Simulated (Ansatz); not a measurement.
`CCc1ccc(CCc2ccc(CC)cc2)cc1`. The state is a triplet with charge 0. Geometry r2SCAN-D4/def2-SVP, that of the neutral singlet; atoms count from 1.

Cartesian coordinates in Å:
```
C 1.5194 2.9651 5.7907
C 0.5292 3.7505 4.9246
C 0.2145 3.0469 3.6277
C -0.8374 2.1214 3.5434
C -1.0993 1.4344 2.3562
C -0.3192 1.6484 1.2092
C -0.5704 0.8712 -0.0563
C 0.2191 -0.4554 -0.1034
C -0.0372 -1.2262 -1.3717
C 0.7363 -1.0034 -2.5215
C 0.4594 -1.6720 -3.7158
C -0.6028 -2.5851 -3.8051
C -0.8636 -3.3522 -5.0775
C -0.0832 -4.6697 -5.1350
C -1.3758 -2.8078 -2.6550
C -1.0993 -2.1393 -1.4605
C 0.7366 2.5692 1.2949
C 0.9982 3.2561 2.4823
H 1.1183 1.9704 6.0433
H 1.7362 3.4957 6.7317
H 2.4715 2.8105 5.2579
H -0.4048 3.9132 5.4898
H 0.9428 4.7508 4.7086
H -1.4700 1.9472 4.4212
H -1.9354 0.7271 2.3118
H -0.2943 1.4778 -0.9360
H -1.6462 0.6454 -0.1564
H 1.2954 -0.2312 -0.0046
H -0.0572 -1.0640 0.7749
H 1.5698 -0.2933 -2.4781
H 1.0790 -1.4819 -4.5996
H -1.9438 -3.5608 -5.1660
H -0.5930 -2.7267 -5.9457
H -0.3544 -5.3240 -4.2909
H 1.0017 -4.4866 -5.0739
H -0.2862 -5.2155 -6.0704
H -2.2098 -3.5175 -2.6982
H -1.7190 -2.3288 -0.5767
H 1.3547 2.7601 0.4103
H 1.8201 3.9801 2.5194
```

Single mean-field runs in def2-TZVP are fitted with def2-universal-jkfit. At PBE0-D4/def2-TZVP a singlet of charge 0 lies 4.05 eV below the triplet at the same geometry.

(1) Estimate the Mulliken populations of the heavy atoms from the PBE0/def2-TZVP orbitals of Ansatz.

(2) Where does the spin sit?

(3) And the Mayer bond orders between bonded heavy atoms (over 0.3)?

Results:

(1) 
```tsv
atom	charge (e)	spin (α − β)
C1	-0.38	0.03
C2	-0.22	-0.06
C3	0.24	0.64
C4	-0.21	-0.23
C5	-0.27	0.60
C6	0.29	0.64
C7	-0.29	-0.07
C8	-0.31	0.04
C9	0.27	0.00
C10	-0.22	0.01
C11	-0.21	0.00
C12	0.22	0.01
C13	-0.23	0.00
C14	-0.37	0.00
C15	-0.21	0.00
C16	-0.22	0.01
C17	-0.22	-0.23
C18	-0.25	0.60
```
Mulliken values and Mayer orders depend strongly on the basis.

(2) Summed by element: C 1.99, H 0.01, of 2 unpaired in all. Largest on single atoms: C6 0.64, C3 0.64, C5 0.60.

(3) C1–C2 0.99 (1.53 Å); C2–C3 0.94 (1.51 Å); C3–C4 1.31 (1.40 Å); C3–C18 0.93 (1.40 Å); C4–C5 1.53 (1.40 Å); C5–C6 0.92 (1.40 Å); C6–C7 0.89 (1.51 Å); C6–C17 1.29 (1.40 Å); C7–C8 0.96 (1.54 Å); C8–C9 0.88 (1.51 Å); C9–C10 1.36 (1.40 Å); C9–C16 1.36 (1.40 Å); C10–C11 1.43 (1.40 Å); C11–C12 1.37 (1.40 Å); C12–C13 0.91 (1.51 Å); C12–C15 1.37 (1.40 Å); C13–C14 1.00 (1.53 Å); C15–C16 1.43 (1.40 Å); C17–C18 1.54 (1.40 Å).
